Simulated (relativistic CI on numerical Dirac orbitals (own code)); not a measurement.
**What each ingredient does to the levels of Ti²¹⁺**

Base calculation: Dirac-Coulomb-Breit CI, orbitals from a KLI potential per configuration, model QED (radiative potential, 1s self-energy scaled to tabulated hydrogen-like ionisation energies).

Configuration list: 1s, 2s, 2p, 3s, 3p, 3d, 4s, 4p, 4d, 4f, 5s, 5p, 5d, 5f, 5g, 6s, 6p, 6d. Levels of other configurations are missing.

The lowest level and the first level of each name with at least 55 % of one term (blank where a level has no safe partner in the second run):

```csv
Level,Base (eV),Shift (eV)
1s 2S_1/2,0.00,0.00
2p 2P°_1/2,4966.10,-27.31
2s 2S_1/2,4966.42,-27.63
2p 2P°_3/2,4976.90,-38.11
3p 2P°_1/2,5889.36,-35.98
3s 2S_1/2,5889.46,-36.07
3d 2D_3/2,5892.56,-39.18
3p 2P°_3/2,5892.57,-39.18
3d 2D_5/2,5893.62,-40.23
4p 2P°_1/2,6212.07,-38.57
4s 2S_1/2,6212.11,-38.61
4d 2D_3/2,6213.41,-39.92
4p 2P°_3/2,6213.42,-39.92
4f 2F°_5/2,6213.86,-40.37
```

Problem. One thing was changed in a second run, which moved the levels as shown. Which?
A. configuration mixing switched off
B. non-relativistic limit
C. QED terms removed
D. Breit term removed

Solution. B. Non-relativistic limit. Without relativity the fine structure collapses and s electrons lose their extra binding.
